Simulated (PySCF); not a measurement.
A PySCF script (with the pyscf-properties extension) for the NMR shieldings of SMILES OCCC([SiH3])[SiH3], C$_{3}$H$_{12}$OSi$_{2}$, on a GFN2-xTB geometry:

```python
import basis_set_exchange as bse
import numpy as np
from pyscf import gto, dft
from pyscf.prop import nmr

atoms = """
O     1.192119    1.088960    1.589673
C     1.748758    0.882235    0.310177
C     1.076559   -0.349778   -0.278462
C    -0.396047   -0.097305   -0.587850
Si   -1.342973    0.662329    0.889744
Si   -1.213045   -1.689294   -1.231780
H     1.441879    1.955719    1.923514
H     1.566340    1.750283   -0.337690
H     2.834925    0.729568    0.392153
H     1.169036   -1.154793    0.453016
H     1.616967   -0.647893   -1.180918
H    -0.439666    0.638927   -1.399016
H    -1.142513    2.111388    0.996044
H    -2.771177    0.509711    0.554880
H    -1.101668   -0.058140    2.131699
H    -1.289236   -2.690349   -0.165849
H    -0.406035   -2.239355   -2.330179
H    -2.552982   -1.395895   -1.740813
"""
names = dict.fromkeys(["O", "C", "Si", "H"], "pcSseg-1")
basis = {el: gto.basis.parse(bse.get_basis(n, elements=[el], fmt="nwchem")) for el, n in names.items()}
mol = gto.M(atom=atoms, basis=basis, charge=0, verbose=0)
mf = dft.RKS(mol, xc="PBE0")
mf.grids.level = 2
mf.grids.alignment = dft.numint.BLKSIZE   # the property module wants whole blocks of grid points
mf.conv_tol = 1e-9
mf.kernel()

calc = nmr.RKS(mf)   # GIAO
C = mf.mo_coeff
Co = C[:, mf.mo_occ > 0]
resp = mf.gen_response(singlet=True, hermi=2)
def vind(x):   # induced exchange potential for any number of trial vectors
    d = np.einsum("pi,xij,qj->xpq", C, 2 * x.reshape(-1, C.shape[1], Co.shape[1]), Co, optimize=True)
    return np.einsum("xpq,pi,qj->xij", resp(d - d.transpose(0, 2, 1)), C, Co, optimize=True).ravel()
mo1, _ = nmr.rhf.solve_mo1(calc, with_cphf=vind)
sigma = calc.kernel(mo1)
for i, s in enumerate(sigma):   # ppm
    print("%2d %-2s %9.2f" % (i, mol.atom_pure_symbol(i), np.trace(s) / 3))
```

Question: What are the results?

Answer: 
```
 0 O     286.42
 1 C     116.77
 2 C     152.34
 3 C     185.20
 4 Si    424.28
 5 Si    412.74
 6 H      31.22
 7 H      27.97
 8 H      27.33
 9 H      30.11
10 H      29.88
11 H      31.56
12 H      27.61
13 H      27.88
14 H      27.66
15 H      27.90
16 H      27.71
17 H      27.70
```

These numbers come from an equivalent density-fitted implementation of the same equations, which agrees with the script to about 0.01 ppm for H and up to a few tenths of a ppm for heavy atoms, so last digits may differ.

Question: Turn these shieldings into chemical shifts. References, each an isolated molecule treated in the same way: 17O (σ = 336.08 ppm) against H2O; 13C (σ = 186.93 ppm) and 29Si (σ = 349.16 ppm) and 1H (σ = 31.72 ppm) vs TMS.

Answer: Averaging equivalent atoms: O 0: 49.7; C 1: 70.2; C 2: 34.6; C 3: 1.7; Si 4/5: -69.4; H 7/8: 4.07; H 12/13/14/15/16/17: 3.97; H 9/10: 1.72; H 6: 0.50; H 11: 0.16 ppm. Experimental scales use liquid or dissolved standards, which lie at an offset from isolated H2O (liquid H2O: subtract about 36 ppm).

Size and cost of the density-fitted run: 176 basis functions, 90 s wall time (66 s CPU) on 1 thread of an Intel Xeon, shared host; peak memory 0.81 GiB.
